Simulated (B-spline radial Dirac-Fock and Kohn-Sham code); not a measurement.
# Binding energies of Ce¹¹⁺

System: Ce¹¹⁺, configuration 1s2 2s2 2p6 3s2 3p6 3d10 4s2 4p6 4d10 5s1; nuclear rms radius 4.8771 fm (A = 140).

The computed values come from a radial atomic solver: Dirac-Fock energy differences between relaxed states, corrected for Breit and QED terms. Correlation energy is missing from these numbers. Energies are counted from the vacuum level. Subshells whose hole state is unreliable or did not converge are left out.

All terms are in eV, carry their sign (relaxation lowers the binding energy) and add up to the binding energy; ⟨r⟩ is the mean radius of the orbital in the initial state.

```csv
subshell,−ε (Koopmans),relaxation,Gaunt,retardation,QED,binding energy,⟨r⟩ (bohr)
1s,40856.7,-64.41,-112.54,9.44,-52.92,40636.2,0.025
2s,6797.7,-32.13,-10.99,0.70,-6.91,6748.3,0.105
2p1/2,6411.3,-35.87,-19.39,2.17,0.39,6358.6,0.088
2p3/2,5963.2,-34.18,-13.84,2.66,-0.38,5917.4,0.094
3s,1647.4,-11.78,-1.70,0.08,-1.48,1632.5,0.277
3p1/2,1482.9,-12.26,-3.19,0.32,0.07,1467.8,0.267
3p3/2,1392.7,-11.59,-2.11,0.44,-0.07,1379.3,0.279
3d3/2,1109.2,-13.39,-1.10,0.07,0.14,1094.9,0.250
3d5/2,1090.1,-13.12,-0.64,0.08,0.09,1076.5,0.254
4p1/2,423.0,-2.31,-0.63,0.07,0.02,420.2,0.650
4p3/2,403.0,-2.11,-0.40,0.10,-0.01,400.6,0.673
4d3/2,295.9,-1.92,-0.14,0.01,0.03,?,0.716
4d5/2,292.2,-1.85,-0.05,0.01,0.02,290.4,0.724
5s,190.6,-0.16,-0.09,0.01,-0.08,190.3,1.326
```

Question: Which binding energy belongs in the row of 4d3/2?

Answer: 293.8 eV, the sum of the terms in that row (to rounding).

For the deepest level, K (1s), the Breit terms make up -0.254 % of the binding energy, QED -0.130 % and orbital relaxation -0.158 %.

Spin-orbit splittings: 2p 441.2 eV, 3p 88.51 eV, 3d 18.41 eV, 4p 19.58 eV, 4d 3.46 eV.

Going to the tabulated ground configuration of the next ion removes an electron from O1 (5s), computed at 190.3 eV. NIST lists 192.24 ± 0.12 eV as the ionisation energy of this species (semi-empirical), +1.95 eV from the computed value.
